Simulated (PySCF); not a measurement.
# Basis and Hamiltonian dependence of the excitation energy of W

W [Xe] 4f14 5d4 6s2 (5D) → W [Xe] 4f14 5d5 6s1, s spin flipped. All values are computed (PySCF 2.14, energy differences of UHF-based or UKS calculations, no spin-orbit coupling). Values in eV.

```json
{"basis": "def2-QZVPPD with the def2 core potential (60 electrons)", "Hamiltonian": "ECP", "functions": "84", "UHF": "1.077", "r2SCAN": "1.339", "PBE0": "1.126", "MP2 (valence)": "1.202"}
{"basis": "aug-cc-pVTZ-PP with ECP60MDF", "Hamiltonian": "ECP", "functions": "88", "UHF": "1.063", "r2SCAN": "1.303", "PBE0": "1.096", "MP2 (valence)": "1.201"}
{"basis": "x2c-TZVPPall", "Hamiltonian": "spin-free X2C", "functions": "97", "UHF": "1.079", "r2SCAN": "1.490", "PBE0": "1.214", "MP2 (valence)": "1.225"}
{"basis": "ANO-RCC-VTZP", "Hamiltonian": "spin-free X2C", "functions": "104", "UHF": "1.053", "r2SCAN": "1.447", "PBE0": "1.188", "MP2 (valence)": "1.208"}
{"basis": "x2c-TZVPPall with one added diffuse shell each of s, p, d, f type", "Hamiltonian": "spin-free X2C", "functions": "113", "UHF": "1.078", "r2SCAN": "1.489", "PBE0": "1.213", "MP2 (valence)": "1.223"}
{"basis": "aug-cc-pVTZ-PP with one added diffuse shell each of s, p, d, f, g type with ECP60MDF", "Hamiltonian": "ECP", "functions": "113", "UHF": "1.062", "r2SCAN": "1.304", "PBE0": "1.096", "MP2 (valence)": "1.201"}
{"basis": "x2c-QZVPPall", "Hamiltonian": "spin-free X2C", "functions": "144", "UHF": "1.064", "r2SCAN": "n/a", "PBE0": "n/a", "MP2 (valence)": "n/a"}
```

Frozen in the all-electron rows: valence: [Xe] 4f14; with a core potential, the same shells as far as they lie outside it.

In the upper determinant the s electron has its spin opposite to the other open shell, which mixes two multiplicities.
